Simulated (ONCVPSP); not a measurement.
Varying the ONCV potential for Pt

Base potential:

- Element: Pt (Z = 78)
- Generator: ONCVPSP 4.0.1
- Type: optimised norm-conserving Vanderbilt (ONCV)
- Functional: PBE
- Relativity: scalar-relativistic
- Frozen core: [Kr] 4d10 4f14
- Valence charge: 18
- Reference configuration: 5s2 5p6 5d9 6p1
- Partial waves: 5s: rc 1.45 bohr, ncon 4, nbas 8, qcut 7.6 1/bohr, 2 projectors, debl 1.2 Ha; 5p+6p: rc 2.10 bohr, ncon 3, nbas 7, qcut 7.3 1/bohr, 2 projectors; 5d: rc 2.15 bohr, ncon 3, nbas 8, qcut 8.4 1/bohr, 2 projectors, debl 3.6 Ha
- Local potential: polynomial inside 0.90 bohr (lpopt 5, dvloc0 3 Ha)
- Core correction: polynomial model core, fcfact 0.75

In the s channel the program set the typed energies aside and used -3.817, 0.250 Ha.

All-electron outer shells of the reference configuration (PBE, scalar-relativistic, ld1.x):

| shell | level (eV) | outermost node (bohr) | outermost maximum (bohr) |
| --- | --- | --- | --- |
| 5s | -103.87 | 0.49 | 0.87 |
| 4f | -72.10 | – | 0.38 |
| 5p | -58.09 | 0.53 | 0.98 |
| 5d | -8.11 | 0.57 | 1.26 |
| 6p | -1.84 | 1.36 | 3.47 |

Cutoffs, loose and tight: the cutoffs (Ha) at which the residual kinetic energy of the hardest occupied pseudo-wave falls to 1 and 0.1 mHa per electron. They do not see the model core or the augmentation charge, which bear on the density cutoff. Test errors are all-electron minus pseudo excitation energies from the reference, over the configurations 5s2 5p6 5d9 6s1 6p0; 5s2 5p6 5d9 6p0; 5s2 5p6 5d8 6p0; 5s2 5p6 5d9 6s0.5 6p0. A dash means not determined; rows that change the core or the reference have their own tests.

A true bound ghost makes a file unfit for plane-wave use even where its test errors are small: the radial tests pick states by their node count and pass the ghost by.

```tsv
change	outcome	cutoff, loose	cutoff, tight	bound ghosts	GHOST(+) flags above zero	largest test error (meV)
base	generated, projector energies reset by the program	24 Ha	28 Ha	none	s	-4.9
reference 5s2 5p6 5d9.5 6s0.5; waves 5s+6s: rc 1.45 bohr, ncon 4, nbas 8, qcut 7.6 1/bohr, 2 projectors; 5p: rc 2.10 bohr, ncon 3, nbas 7, qcut 7.3 1/bohr, 2 projectors, debl 1.3 Ha	generated, projector energies reset by the program	24 Ha	28 Ha	none	s	-5.2
p: rc 2.64	generated, projector energies reset by the program	24 Ha	28 Ha	none	s, p	-6.4
p: nproj 3	generated, projector energies reset by the program	24 Ha	28 Ha	none	s, p	-5.0
local potential polynomial inside 1.10 bohr (lpopt 4, dvloc0 0 Ha)	generated, projector energies reset by the program	24 Ha	28 Ha	none	s	-4.9
functional PBEsol	generated, projector energies reset by the program	24 Ha	28 Ha	none	s	-5.0
```

Task: What comes out with this change to the base: all radii but the core radius scaled by about 0.85 (s 1.22, p 1.78, d 1.82 bohr); local potential polynomial inside 0.76 bohr (lpopt 5, dvloc0 3 Ha)?

Result: outcome: generated, projector energies reset by the program; cutoff, loose: 32 Ha; cutoff, tight: 110 Ha; bound ghosts: s; GHOST(+) flags above zero: p; largest test error (meV): -5.2.

Task: What comes out with this change to the base: s: qcut 8.2; p: qcut 7.9; d: qcut 9.1?

Result: outcome: generated, projector energies reset by the program; cutoff, loose: 26 Ha; cutoff, tight: 30 Ha; bound ghosts: none; GHOST(+) flags above zero: s; largest test error (meV): -5.0.

Task: What comes out with this change to the base: s: qcut 5.3?

Result: outcome: generated, projector energies reset by the program; cutoff, loose: 67 Ha; cutoff, tight: 86 Ha; bound ghosts: none; GHOST(+) flags above zero: s; largest test error (meV): -4.9.
